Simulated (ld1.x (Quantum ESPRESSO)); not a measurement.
# Cutoff test, bromine (Br), TM

ld1.x (Quantum ESPRESSO) 7.5 input, shortened:

```
&input
   title='Br', zed=35., rel=1, dft='PZ', iswitch=3,
   config='[Ar] 3d10 4s1.5 4p5.5 4d-2'
 /
 &inputp
   pseudotype=2, tm=.true., lloc=2,
   nlcc=.false.
 /
3
4S  1  0   1.50   0.00  1.30  1.30  0.0
4P  2  1   5.50   0.00  1.65  1.65  0.0
4D  3  2  -2.00  -0.15  1.65  1.65  0.0
 &test
   configts(1)='4s1.5 4p5.5'
 /
```

The pseudo-atom Hamiltonian at the reference potential is diagonalised in spherical Bessel functions j_l(qr) that vanish at 20 bohr, with q² up to the cutoff. All-electron valence levels (Ry): 4s -1.5233, 4p -0.6105.

**Question.** How do the lowest levels (Ry) of each channel move with the cutoff, and are there ghosts?

**Answer.**

```tsv
cutoff (Ry)	s #1	p #1	p #2	d #1	f #1	Σ f·Δε (mRy)
8	-1.2701	-0.5565	0.0358	0.0722	0.1185	682.8
12	-1.4305	-0.5710	0.0351	0.0722	0.1185	362.0
21	-1.5138	-0.6042	0.0339	0.0722	0.1185	54.4
30	-1.5170	-0.6107	0.0336	0.0722	0.1185	14.2
45	-1.5207	-0.6110	0.0336	0.0721	0.1185	6.7
55	-1.5232	-0.6112	0.0336	0.0721	0.1185	2.2
80	-1.5236	-0.6113	0.0336	0.0720	0.1185	0.9
100	-1.5240	-0.6113	0.0336	0.0720	0.1185	0.3
400	-1.5242	-0.6113	0.0336	0.0720	0.1185	0.0
```

Result: no extra level below or beside the all-electron valence levels (s, p, d, f tested); 10 mRy is reached at 40 Ry and 1 mRy at 80 Ry.
